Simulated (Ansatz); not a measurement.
C4H11As, triplet, at the geometry of the source list (a higher spin typed on purpose: for a closed-shell molecule this is an excited state); Ansatz (a first-principles code) with PBE0/6-31G.

Here is a job for Ansatz.
Ansatz 0.2 input:
```yaml
crystal:
  periodic: [false, false, false]
  atoms:
    - {symbol: C, position_ang: [-0.08740000, 1.16880000, 0.76160000]}
    - {symbol: C, position_ang: [0.00820000, -0.09490000, -0.08360000]}
    - {symbol: C, position_ang: [-0.10500000, -1.32450000, 0.81330000]}
    - {symbol: C, position_ang: [-1.10940000, -0.10710000, -1.12230000]}
    - {symbol: As, position_ang: [1.77300000, -0.19690000, -1.06620000]}
    - {symbol: H, position_ang: [-1.03760000, 1.20090000, 1.29690000]}
    - {symbol: H, position_ang: [-0.02260000, 2.05890000, 0.13380000]}
    - {symbol: H, position_ang: [0.71770000, 1.20280000, 1.49660000]}
    - {symbol: H, position_ang: [-0.02570000, -2.24060000, 0.22260000]}
    - {symbol: H, position_ang: [-1.05540000, -1.33510000, 1.34390000]}
    - {symbol: H, position_ang: [0.69840000, -1.32720000, 1.55240000]}
    - {symbol: H, position_ang: [-1.06060000, -1.01630000, -1.72710000]}
    - {symbol: H, position_ang: [-1.01950000, 0.75420000, -1.78950000]}
    - {symbol: H, position_ang: [-2.08880000, -0.06700000, -0.64170000]}
    - {symbol: H, position_ang: [1.81890000, 1.27520000, -1.36110000]}
    - {symbol: H, position_ang: [2.59580000, 0.04890000, 0.17040000]}
basis:
  gaussian:
    orbitals: 6-31G
hamiltonian:
  xc: pbe0
magnetization: {spin_polarized: true, initial_magnetization: 2}
```

What the program printed (banner, timings and long lists left out):

```
Functional definition: PBE0
1110 factors; integrals over basis functions are off by at most 3.1e-4 eV
mean field evaluation 1: about -65131.8167 eV, gradient 3.9e1 eV
mean field evaluation 2: about -65116.1377 eV, gradient 6.1e1 eV
mean field evaluation 4: about -65139.5432 eV, gradient 3.0e0 eV
mean field evaluation 8: about -65139.8880 eV, gradient 5.9e-1 eV
mean field evaluation 16: about -65139.8971 eV, gradient 6.8e-3 eV
mean field evaluation 32: about -65139.3717 eV, gradient 3.7e0 eV
mean field -65139.89712746 eV, -2393.8470660261 hartree, gradient 2.4e-5 eV, S^2 2.005454; 2 other end points of the search recorded, 0 dependent functions left out
reference -65139.89715321 eV, -2393.8470669722 hartree; 35, 33 occupied and 52, 54 virtual orbitals, 1110 factors
Total energy: -65139.89715321 eV, -2393.8470669722 hartree
```
